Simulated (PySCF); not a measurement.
**Distorted geometries of [Dy(NH3)2]3+**

[Dy(NH3)2]3+ (singlet in the valence; each metal's 4f electrons, 9 of them, lie in its core potential, out of spins and levels). PySCF 2.14.0, RKS PBE, Dy lcecp-1-SVP with ECP55, N def2-SVP, H def2-SVP; non-relativistic Hamiltonian with scalar-relativistic core potentials where named; density fitting; no spin-orbit coupling. Relaxed geometry:

```xyz
9

Dy    0.1187    1.1575    0.0002
N    -0.0194   -0.1859    1.9392
H     0.7582   -0.0471    2.6342
H    -0.8763   -0.0381    2.5317
H    -0.0165   -1.2269    1.7990
N    -0.0210   -0.1853   -1.9400
H     0.7751   -0.8525   -2.1043
H    -0.8621   -0.8108   -2.0160
H    -0.0552    0.3517   -2.8440
```

Question: Order these distorted geometries by energy above the relaxed one, lowest first.
A.
```xyz
9

Dy    0.1106    1.1709    0.0372
N    -0.0170   -0.1727    1.9659
H     0.6922   -0.0613    2.5769
H    -0.8618   -0.0088    2.5482
H     0.0152   -1.1912    1.8152
N     0.0019   -0.1827   -1.9739
H     0.7533   -0.9225   -2.1283
H    -0.7912   -0.8105   -2.0231
H    -0.1018    0.3414   -2.8181
```
B.
```xyz
9

Dy    0.1443    1.3434   -0.0377
N     0.0619   -0.2285    2.0395
H     0.8978    0.1048    2.3506
H    -1.1269   -0.0337    2.6700
H    -0.0881   -1.2903    1.8429
N     0.1528   -0.1550   -1.9875
H     0.7680   -0.7883   -1.9695
H    -0.5749   -1.0928   -1.9104
H    -0.4334    0.3033   -2.9979
```
C.
```xyz
9

Dy    0.1111    1.1949   -0.0383
N    -0.0345   -0.2317    1.9345
H     0.7720   -0.0787    2.5878
H    -0.8934   -0.0228    2.5751
H    -0.0007   -1.2494    1.7958
N    -0.0080   -0.1708   -1.9242
H     0.7729   -0.8489   -2.0855
H    -0.8315   -0.7764   -2.0130
H    -0.0865    0.3464   -2.8321
```

Answer: C (0.10 eV), A (0.45 eV), B (4.22 eV).

Question: Which forces (eV/Å) act in the one that lies 0.10 eV up?

Answer: 
```
Dy  -0.04 -0.24  0.59
N   -0.65  1.63  0.41
H    0.01  0.05  0.10
H    1.01 -0.54 -0.80
H   -0.30 -0.80 -0.07
N    0.32  0.44 -0.10
H    0.22 -0.02 -0.09
H   -0.86 -0.69  0.16
H    0.29  0.16 -0.19
```
Forces carry noise of the integration grid, about 0.01 to 0.03 eV/Å.

A frequency check found unstable modes (1, the lowest at -29 cm⁻¹), so the relaxed geometry is a saddle point, or these are noise. An lcecp potential fixes the number of 4f electrons, so in runs with it no electron can move into or out of that shell.
